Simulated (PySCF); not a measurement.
# Ionisation energy of Mg²⁺ by level of theory

Mg²⁺ [Ne] (1S) → Mg³⁺ [He] 2s2 2p5 (2P), as a difference of total energies. Computed with PySCF 2.14 in def2-TZVP (5s4p3d, 32 functions), with the non-relativistic Hamiltonian (point nucleus). Correlated levels: valence: [He] 2s2 frozen. The calculations carry no spin-orbit coupling.

| method | ionisation energy (eV) | error (eV) |
| --- | --- | --- |
| UHF | 78.641 | -1.503 |
| BP86 | 80.387 | +0.243 |
| r2SCAN | 80.362 | +0.218 |
| MP2 (valence) | 79.954 | -0.190 |
| SCS-MP2 (valence) | 79.880 | -0.264 |
| CCSD (valence) | 79.937 | -0.207 |
| CCSD(T) (valence) | 79.950 | -0.194 |

Reference: 80.144 eV (measured; NIST Atomic Spectra Database, ionization energies).

Errors of the correlated levels include the incompleteness of this basis and the frozen core.
